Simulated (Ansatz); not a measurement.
Gas-phase reaction in SMILES: C[SiH](C)N[SiH3] → C[SiH]C + [NH][SiH3] (the N-Si bond at the site shown breaks; other sites are not compared here)
Structures are relaxed separately at B3LYP-D3(BJ)/def2-TZVP in Ansatz (a quantum-chemistry and plane-wave program), one conformer each, not searched for the lowest.

Property: bond dissociation energy (electronic energy difference), in eV. Cores are frozen in the correlated levels unless marked. UHF or UKS for open shells. Spin-orbit coupling is left out. Non-relativistic. CBS(X,Y): correlation extrapolated as X^-3; Hartree-Fock from the larger set. [CCSD(T)-MP2]/basis is that difference in the basis named.

RI-MP2/CBS(aug-cc-pV(T+d)Z,aug-cc-pV(Q+d)Z)+[CCSD(T)-MP2]/aug-cc-pV(T+d)Z (Ansatz) gives 5.14 eV.

**Question.** Another calculation gave 4.97 eV. Which level was it?
A. B2GP-PLYP/def2-TZVPD (Ansatz)
B. revPBE/def2-TZVPD (Ansatz)
C. r2SCANh/def2-TZVPD (Ansatz)
D. CAM-B3LYP/def2-TZVPD (Ansatz)

**Answer.** A, B2GP-PLYP/def2-TZVPD (Ansatz). The others give 4.83 (CAM-B3LYP), 4.71 (r2SCANh), 4.36 (revPBE) eV.
